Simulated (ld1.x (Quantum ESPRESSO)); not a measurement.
# What one change does to a pseudopotential (La, TM)

La (Z = 57), norm-conserving Troullier–Martins (Kleinman–Bylander form), made with ld1.x (Quantum ESPRESSO) 7.5 (BLYP, scalar-relativistic). Core [Kr] 4d10 5s2, reference 4f0 5p6 5d1 6s1 6p0 (charge +1). Waves: 6s (bound): rc 2.70 bohr; 5p (bound): rc 1.70 bohr; 5d (bound): rc 3.80 bohr; 4f (bound, empty): rc 1.95 bohr. Local part: the f channel. Core correction: Bessel-smoothed model core inside 1.60 bohr.

All-electron outer shells of the reference configuration (BLYP, scalar-relativistic, ld1.x):

```csv
shell,level (eV),outermost node (bohr),outermost maximum (bohr)
4d,-109.44,0.32,0.68
5s,-44.56,0.77,1.41
5p,-27.97,0.83,1.58
4f,-9.98,–,0.75
5d,-8.36,0.95,2.19
6s,-8.33,1.85,3.60
6p,-5.36,2.18,4.46
```

Change: core correction Bessel-smoothed model core inside 1.34 bohr.

Cutoffs: the cutoffs (Ry, on a coarse ladder) from which the occupation-weighted sum of valence levels, in a spherical-Bessel basis at the reference potential, stays within 10 and 1 mRy of its value at 400 Ry; they do not see the model core or the augmentation charge, which bear on the density cutoff. Errors are all-electron minus pseudo energies relative to the spin-unpolarised reference configuration.

**Question.** Predict the effect on cutoff, ghosts and configuration errors.

**Answer.** The potential gets neither clearly harder nor softer (50 Ry and 60 Ry → 50 Ry and 60 Ry); both files keep a bound ghost (p, s); of the 6 tests that both files solve, the error grows in 2 and shrinks in 0 by more than 15 % and 0.3 meV (median size 6.7 → 7.5 meV). A model core, the more so a compact one, raises the density cutoff, which this test does not measure.

```tsv
quantity	base	changed
cutoff, loose	50 Ry	50 Ry
cutoff, tight	60 Ry	60 Ry
bound ghosts	s, p	s, p
tests counted (converged, no solver errors)	6 of 7	6 of 7
error for 4f0 5p6 5d1 6s2 6p0, meV [ΔE -5.87 eV]	+1.8	+1.6
error for 4f0 5p6 5d1 6s0 6p0, meV [ΔE 10.96 eV]	-7.6	-8.2
error for 4f0 5p6 5d0 6s0 6p0, meV [ΔE 29.83 eV]	-8.5	-9.0
error for 4f0 5p6 5d1 6s1.5 6p0, meV [ΔE -3.54 eV]	+0.6	+0.5
error for 4f1 5p6 5d0 6s1 6p0, meV [ΔE 0.33 eV]	-108	-177
error for 4f0 5p6 5d0 6s2 6p0, meV [ΔE 0.32 eV]	-5.9	-6.9
s: phases at 4.11 bohr within 0.05 rad from the reference energy up to (Ry; the scan ends near 5)	n/a	n/a
p: phases at 4.11 bohr within 0.05 rad from the reference energy up to (Ry; the scan ends near 5)	2.2	2.2
d: phases at 4.11 bohr within 0.05 rad from the reference energy up to (Ry; the scan ends near 5)	3.5	3.5
f: phases at 4.11 bohr within 0.05 rad from the reference energy up to (Ry; the scan ends near 5)	0.2	0.2
```

Base: The cutoffs count occupied waves only; the empty 4f level needs 90 Ry at the loose tolerance. Tests not counted: 4f0 5p6 5d1 6s1 6p1 (solver errors, printed error -405 eV). These tests converged, but a pseudo level misses the all-electron one widely, so the file describes the atom poorly there or has found another state: 4f0 5p6 5d1 6s0 6p0: empty 6p by 7.0 eV; 4f0 5p6 5d0 6s2 6p0: empty 6p by 4.1 eV. Changed file: The cutoffs count occupied waves only; the empty 4f level needs 90 Ry at the loose tolerance. Tests not counted: 4f0 5p6 5d1 6s1 6p1 (solver errors, printed error -17.8 eV). These tests converged, but a pseudo level misses the all-electron one widely, so the file describes the atom poorly there or has found another state: 4f0 5p6 5d1 6s0 6p0: empty 6p by 7.0 eV; 4f0 5p6 5d0 6s2 6p0: empty 6p by 4.1 eV. A true bound ghost makes a file unfit for plane-wave use even where its test errors are small: the radial tests pick states by their node count and pass the ghost by. Where a test does run into it, the solver fails or the error is huge.
